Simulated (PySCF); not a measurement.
A PySCF script (with the pyscf-properties extension) for the NMR shieldings of C4H9BCl2N2, on a GFN2-xTB geometry:

```python
import basis_set_exchange as bse
import numpy as np
from pyscf import gto, dft
from pyscf.prop import nmr

atoms = """
C    -0.944279    1.609189   -1.071008
N     0.010535    1.653796   -0.296151
B     0.728143    0.531580    0.390775
C     2.017957    0.126528   -0.549015
Cl    3.370262    1.249999   -0.314748
Cl    2.582229   -1.527156   -0.178119
N    -0.314312   -0.632297    0.412878
C    -0.806806   -1.102218   -0.678782
C    -1.057924   -0.777248    1.637305
H    -1.342736    2.490360   -1.553810
H     1.036381    0.815547    1.493710
H     1.822673    0.133082   -1.623711
H    -1.471508    0.635884   -1.319300
H    -0.199939   -1.116354   -1.567746
H    -1.734040   -1.661431   -0.682951
H    -1.885352   -1.478876    1.523840
H    -0.376799   -1.135502    2.408754
H    -1.443244    0.191435    1.956420
"""
names = dict.fromkeys(["C", "N", "B", "Cl", "H"], "pcSseg-1")
basis = {el: gto.basis.parse(bse.get_basis(n, elements=[el], fmt="nwchem")) for el, n in names.items()}
mol = gto.M(atom=atoms, basis=basis, charge=0, verbose=0)
mf = dft.RKS(mol, xc="PBE0")
mf.grids.level = 2
mf.grids.alignment = dft.numint.BLKSIZE   # the property module wants whole blocks of grid points
mf.conv_tol = 1e-9
mf.kernel()

calc = nmr.RKS(mf)   # GIAO
C = mf.mo_coeff
Co = C[:, mf.mo_occ > 0]
resp = mf.gen_response(singlet=True, hermi=2)
def vind(x):   # induced exchange potential for any number of trial vectors
    d = np.einsum("pi,xij,qj->xpq", C, 2 * x.reshape(-1, C.shape[1], Co.shape[1]), Co, optimize=True)
    return np.einsum("xpq,pi,qj->xij", resp(d - d.transpose(0, 2, 1)), C, Co, optimize=True).ravel()
mo1, _ = nmr.rhf.solve_mo1(calc, with_cphf=vind)
sigma = calc.kernel(mo1)
for i, s in enumerate(sigma):   # ppm
    print("%2d %-2s %9.2f" % (i, mol.atom_pure_symbol(i), np.trace(s) / 3))
```

**Question.** Give the expected output.

**Answer.** 
```
 0 C      57.36
 1 N    -139.88
 2 B     102.00
 3 C     103.60
 4 Cl    725.43
 5 Cl    736.05
 6 N      39.68
 7 C      39.31
 8 C     136.89
 9 H      24.32
10 H      27.40
11 H      27.46
12 H      24.63
13 H      27.00
14 H      24.47
15 H      29.31
16 H      27.93
17 H      29.01
```

These numbers come from an equivalent density-fitted implementation of the same equations, which agrees with the script to about 0.01 ppm for H and up to a few tenths of a ppm for heavy atoms, so last digits may differ.

Size and cost of the density-fitted run: 212 basis functions, 62 s wall time on 1 thread of an Arm Neoverse V1, shared host; peak memory 1 GiB.
